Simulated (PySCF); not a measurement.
## TlH⁺: frontier orbitals

UHF at R = 2.576 Å; Tl cc-pVTZ-PP with ECP60, H cc-pVTZ; scalar-relativistic core potentials (PySCF 2.14). State: ²Σ⁺ (doublet), unpaired electrons σ ↑. Only the outer orbitals are listed, counted within each symmetry, core potentials removing the inner ones.

| spin | orbital | occ. | ε (eV) | on Tl (%) | main shells (%) |
| --- | --- | --- | --- | --- | --- |
| α | 3σ | 1 | -30.03 | 100 | 100 Tl d |
| α | 1δ | 1 | -29.99 | 100 | 100 Tl d |
| α | 1δ | 1 | -29.99 | 100 | 100 Tl d |
| α | 2π | 1 | -29.98 | 100 | 100 Tl d |
| α | 2π | 1 | -29.98 | 100 | 100 Tl d |
| α | 4σ | 1 | -20.32 | 42 | 58 H s, 39 Tl s |
| α | 5σ | 1 | -17.56 | 65 | 60 Tl s, 35 H s |
| α | 3π | 0 | -4.76 | 100 | 100 Tl p |
| α | 3π | 0 | -4.76 | 100 | 100 Tl p |
| α | 6σ | 0 | -3.84 | 100 | 99 Tl p |
| β | 1δ | 1 | -29.98 | 100 | 100 Tl d |
| β | 1δ | 1 | -29.98 | 100 | 100 Tl d |
| β | 2π | 1 | -29.96 | 100 | 100 Tl d |
| β | 2π | 1 | -29.96 | 100 | 100 Tl d |
| β | 3σ | 1 | -29.95 | 100 | 100 Tl d |
| β | 4σ | 1 | -18.58 | 99 | 99 Tl s |
| β | 5σ | 0 | -5.44 | 75 | 74 Tl p, 25 H s |
| β | 3π | 0 | -4.70 | 100 | 100 Tl p |
| β | 3π | 0 | -4.70 | 100 | 100 Tl p |

Task: Which are the highest filled and the lowest empty level, where do they sit, and how wide is the gap?

Result: Highest filled α 5σ at -17.56 eV (in %: 60 Tl s, 35 H s); lowest empty β 5σ at -5.44 eV (in %: 74 Tl p, 25 H s); the gap at UHF is 12.12 eV.

```json
{
  "bond order (Mayer)": "0.12",
  "⟨S²⟩": "0.757",
  "charge on Tl (Mulliken, basis-dependent)": "0.94",
  "charge on Tl (Löwdin, basis-dependent)": "0.91",
  "dipole moment (positive dipole points towards H; it is taken about the centre of mass and depends on that origin)": "0.62 D",
  "polarisability along the bond": "34.4 bohr³",
  "polarisability across the bond": "25.5 bohr³"
}
```

Spin–orbit coupling is left out. The state is the lowest determinant that a PBE0 search found; another state may lie lower at other levels.
